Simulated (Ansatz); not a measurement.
Relaxation of CH5FSi2Zn (10 atoms, charge 0, multiplicity 1), to a largest force component of 0.015 eV/Å in at most 40 steps.

The calculation used RKS PBE0-D4/def2-SVP in Ansatz.

```xyz
10
Properties=species:S:1:pos:R:3
F -1.853 1.149 0.203
Si -0.266 0.806 0.107
Si 0.065 -1.133 1.135
C 0.325 0.667 -1.683
Zn 0.089 2.770 -0.078
H -0.309 -1.002 2.556
H 1.554 -1.468 1.077
H -0.651 -2.172 0.488
H 1.148 1.284 -1.822
H -0.578 0.960 -2.313
```

Question: Where does it end, and by what steps?

Answer: The run converged. After 18 steps the energy has fallen by 3.171 eV; Zn5 moved furthest, 1.59 Å. Parted: Si2–Zn5.

```json
{"step": "0", "energy less start (eV)": "0.0000", "largest force component (eV/Å)": "5.613", "accepted": "yes"}
{"step": "1", "energy less start (eV)": "-1.7585", "largest force component (eV/Å)": "2.422", "accepted": "yes"}
{"step": "2", "energy less start (eV)": "-2.3169", "largest force component (eV/Å)": "1.162", "accepted": "yes"}
{"step": "3", "energy less start (eV)": "-2.6337", "largest force component (eV/Å)": "1.004", "accepted": "yes"}
{"step": "4", "energy less start (eV)": "-2.8476", "largest force component (eV/Å)": "0.835", "accepted": "yes"}
{"step": "5", "energy less start (eV)": "-2.9739", "largest force component (eV/Å)": "0.726", "accepted": "yes"}
{"step": "6", "energy less start (eV)": "-3.0480", "largest force component (eV/Å)": "0.555", "accepted": "yes"}
{"step": "7", "energy less start (eV)": "-3.0938", "largest force component (eV/Å)": "0.258", "accepted": "yes"}
{"step": "8", "energy less start (eV)": "-3.1269", "largest force component (eV/Å)": "0.134", "accepted": "yes"}
{"step": "9", "energy less start (eV)": "-3.1336", "largest force component (eV/Å)": "0.375", "accepted": "yes"}
{"step": "10", "energy less start (eV)": "-3.1588", "largest force component (eV/Å)": "0.107", "accepted": "yes"}
{"step": "11", "energy less start (eV)": "-3.1677", "largest force component (eV/Å)": "0.053", "accepted": "yes"}
{"step": "12", "energy less start (eV)": "-3.1688", "largest force component (eV/Å)": "0.054", "accepted": "yes"}
{"step": "13", "energy less start (eV)": "-3.1699", "largest force component (eV/Å)": "0.035", "accepted": "yes"}
{"step": "14", "energy less start (eV)": "-3.1704", "largest force component (eV/Å)": "0.029", "accepted": "yes"}
{"step": "15", "energy less start (eV)": "-3.1706", "largest force component (eV/Å)": "0.035", "accepted": "yes"}
{"step": "16", "energy less start (eV)": "-3.1707", "largest force component (eV/Å)": "0.026", "accepted": "yes"}
{"step": "17", "energy less start (eV)": "-3.1708", "largest force component (eV/Å)": "0.020", "accepted": "yes"}
{"step": "18", "energy less start (eV)": "-3.1708", "largest force component (eV/Å)": "0.008", "accepted": "yes"}
```

```xyz
10
Properties=species:S:1:pos:R:3
F -2.130 1.083 -0.102
Si -0.617 0.569 -0.423
Si 0.127 -0.957 1.164
C 0.050 0.737 -1.986
Zn 0.487 2.527 1.443
H -0.364 -0.533 2.509
H 1.620 -0.891 1.137
H -0.321 -2.356 0.883
H 1.051 0.334 -2.171
H -0.380 1.347 -2.783
```

Whether the end is a true minimum wasn't checked by a vibrational analysis.

Time of the run: 2.6 min on 2 threads of Arm Neoverse N1, on a shared host, peak memory 0.31 GiB.
